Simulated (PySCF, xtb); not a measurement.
C4H8Si2, SMILES [SiH3]C1=CC=C[SiH2]1.

GFN2-xTB (xtb) at its own geometry gives an orbital gap of 2.84 eV and a dipole moment of 0.49 D.

Geometry optimised at r2SCAN-D4/def2-SVP. The structure was generated by enumeration, and PubChem lists no compound with its InChIKey, so it may never have been made.

What does B3LYP/def2-TZVP run with PySCF give? (The exact figures need the calculation; the answer reports its results.)

gap 4.64 eV (levels -6.74 and -2.10 eV), dipole 1.31 D.
